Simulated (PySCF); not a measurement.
A PySCF script (with the pyscf-properties extension) for the NMR shieldings of `C[C@](SC)([SiH3])C(F)F`, C₄H₁₀F₂SSi, on a GFN2-xTB geometry:

```python
import basis_set_exchange as bse
import numpy as np
from pyscf import gto, dft
from pyscf.prop import nmr

atoms = """
C     2.335626   -0.624865    0.420711
S     0.945582   -0.060524    1.442255
C    -0.372220    0.237907    0.181075
C    -0.024718    1.463656   -0.649882
Si   -0.740773   -1.337680   -0.866005
C    -1.603740    0.542357    1.014686
F    -2.076007   -0.574187    1.621145
F    -2.622824    0.975916    0.226997
H     2.099109   -1.579467   -0.039456
H     2.576698    0.121511   -0.329308
H     3.171160   -0.737373    1.104430
H     0.850634    1.272643   -1.265611
H    -0.854982    1.712352   -1.308481
H     0.180893    2.320909   -0.008356
H     0.278592   -1.377309   -1.918319
H    -2.063228   -1.162748   -1.451893
H    -0.648938   -2.490773    0.021249
H    -1.439622    1.303993    1.793107
"""
names = dict.fromkeys(["C", "S", "Si", "F", "H"], "pcSseg-1")
basis = {el: gto.basis.parse(bse.get_basis(n, elements=[el], fmt="nwchem")) for el, n in names.items()}
mol = gto.M(atom=atoms, basis=basis, charge=0, verbose=0)
mf = dft.RKS(mol, xc="PBE0")
mf.grids.level = 2
mf.grids.alignment = dft.numint.BLKSIZE   # the property module wants whole blocks of grid points
mf.conv_tol = 1e-9
mf.kernel()

calc = nmr.RKS(mf)   # GIAO
C = mf.mo_coeff
Co = C[:, mf.mo_occ > 0]
resp = mf.gen_response(singlet=True, hermi=2)
def vind(x):   # induced exchange potential for any number of trial vectors
    d = np.einsum("pi,xij,qj->xpq", C, 2 * x.reshape(-1, C.shape[1], Co.shape[1]), Co, optimize=True)
    return np.einsum("xpq,pi,qj->xij", resp(d - d.transpose(0, 2, 1)), C, Co, optimize=True).ravel()
mo1, _ = nmr.rhf.solve_mo1(calc, with_cphf=vind)
sigma = calc.kernel(mo1)
for i, s in enumerate(sigma):   # ppm
    print("%2d %-2s %9.2f" % (i, mol.atom_pure_symbol(i), np.trace(s) / 3))
```

Question: What does it print?

Answer: 
```
 0 C     170.95
 1 S     464.75
 2 C     143.47
 3 C     166.06
 4 Si    409.98
 5 C      60.95
 6 F     300.92
 7 F     308.94
 8 H      29.40
 9 H      29.39
10 H      29.72
11 H      30.03
12 H      30.04
13 H      30.56
14 H      27.88
15 H      27.36
16 H      27.46
17 H      25.85
```

These numbers come from an equivalent density-fitted implementation of the same equations, which agrees with the script to about 0.01 ppm for H and up to a few tenths of a ppm for heavy atoms, so last digits may differ.

Question: Turn these shieldings into chemical shifts. Chemical shifts δ = σref − σ; TMS for 13C (186.93 ppm) and 29Si (349.16 ppm) and 1H (31.72 ppm); 33S (503.73 ppm) vs CS2; CFCl3 for 19F (170.95 ppm), all at this level.

Answer: Averaging equivalent atoms: C 5: 126.0; C 2: 43.5; C 3: 20.9; C 0: 16.0; S 1: 39; Si 4: -60.8; F 6: -130.0; F 7: -138.0; H 17: 5.87; H 14/15/16: 4.15; H 8/9/10: 2.22; H 11/12/13: 1.51 ppm. Unscaled 19F shifts against computed CFCl3 carry errors that often reach 10 to 50 ppm.

Size and cost of the density-fitted run: 200 basis functions, 48 s wall time on 1 thread of an AMD EPYC 7R43 64-Core, shared host; peak memory 0.9 GiB.
